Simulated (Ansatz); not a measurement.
`O[BH][GaH2]` + `[OH][AlH2]` → `[AlH2][O][GaH2]` + `BO`  (cleavage of the Ga–B bond)

Calculated with Ansatz (gas phase, PBE0-D4/def2-TZVP geometries, no zero-point term in ΔE). CCSD(T)/CBS adds triple-zeta CCSD(T) − MP2 to the extrapolated MP2 energy (def2 sets, frozen cores). This one scheme is used for every species. DFT in def2-TZVPP. For Ga outer-core shells are correlated without core-valence functions, which leaves a few kJ/mol of doubt a bond. Scalar relativity is left out up to krypton. One conformer a species, not always the lowest.

| level | ΔE (kJ/mol) |
| --- | --- |
| RPA@PBE/def2-TZVPP | -109.8 |
| HF/CBS(def2) | -128.7 |

Question: What does CCSD(T)/CBS give? (Estimate.)

Answer: Computed: -106.1 kJ/mol. The listed levels differ from it by -3.7, -22.6 kJ/mol.

Largest T1 diagnostic among the species: 0.015.

From PBE to PBE0 (25 % exact exchange), in def2-TZVPP and without D4, ΔE moves by −4.3 kJ/mol. Leaving LDA and LC-ωPBE aside and taking each functional with its dispersion term where it has one, the values, not all of them listed here, spread over 24.3 kJ/mol, from BHLYP-D4 to revPBE-D4. In def2-TZVPP, CCSD(T) changes the Hartree–Fock value by +15.7 kJ/mol (the triples alone add +0.5 kJ/mol) and MP2 by +8.5 kJ/mol.
